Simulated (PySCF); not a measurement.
## Correlation energy of P (phosphorus, neutral)

[Ne] 3s2 3p3, high-spin 4S determinant. All numbers are calculated (PySCF 2.14, no relativity, point nucleus, in cc-pV(T+d)Z (5s4p3d1f, 39 functions)). Frozen: [Ne]; 5 electrons correlated.

MP2 pair energies summed by pair of shells (mhartree):

| pair | energy | share (%) |
| --- | --- | --- |
| 3s-3p | -54.17 | 64.9 |
| 3p-3p | -18.66 | 22.4 |
| 3s-3s | -10.60 | 12.7 |

Total MP2 correlation energy: -83.43 mhartree.

Same-spin part -22.78 and opposite-spin part -60.65 mhartree; SCS-MP2 scales them by 1/3 and 6/5 to -80.38 mhartree.

```csv
level,correlation energy (mhartree)
CCSD,-101.40
(T),-3.87
CCSD(T),-105.27
```

Diagnostics: T1 = 0.0047, D1 = 0.0079, largest double amplitude 0.063.

Cost of the coupled-cluster step: 0.33 s of wall time on 1 thread of Intel(R) Xeon(R) 6975P-C (shared host), for 5 correlated electrons.

Iterations:

```
CC2 = 0
CCSD nocc = (np.int64(4), np.int64(1)), nmo = (34, 34)
frozen orbitals [[0, 1, 2, 3, 4], [0, 1, 2, 3, 4]]
max_cycle = 100
direct = 0
conv_tol = 1e-08
conv_tol_normt = 1e-06
diis_space = 8
diis_start_cycle = 0
Init t2, MP2 energy = -0.0834310579797665
Init E_corr(UCCSD) = -0.0834310579800613
cycle = 1  E_corr(UCCSD) = -0.0973871636139379  dE = -0.0139561056  norm(t1,t2) = 0.043829
cycle = 2  E_corr(UCCSD) = -0.100244146402154  dE = -0.00285698279  norm(t1,t2) = 0.0126355
cycle = 3  E_corr(UCCSD) = -0.101417944215512  dE = -0.00117379781  norm(t1,t2) = 0.00464518
cycle = 4  E_corr(UCCSD) = -0.101403262942681  dE = 1.46812728e-05  norm(t1,t2) = 0.000678009
cycle = 5  E_corr(UCCSD) = -0.101402308238653  dE = 9.54704028e-07  norm(t1,t2) = 7.29007e-05
cycle = 6  E_corr(UCCSD) = -0.101401974586257  dE = 3.33652396e-07  norm(t1,t2) = 1.53897e-05
cycle = 7  E_corr(UCCSD) = -0.101402255706882  dE = -2.81120625e-07  norm(t1,t2) = 3.74787e-06
cycle = 8  E_corr(UCCSD) = -0.101402160486912  dE = 9.521997e-08  norm(t1,t2) = 4.93816e-07
cycle = 9  E_corr(UCCSD) = -0.10140216804813  dE = -7.56121803e-09  norm(t1,t2) = 7.45538e-08
UCCSD converged
E(UCCSD) = -340.8177080515777  E_corr = -0.1014021680481299
UCCSD(T) correction = -0.00386546185510928
```
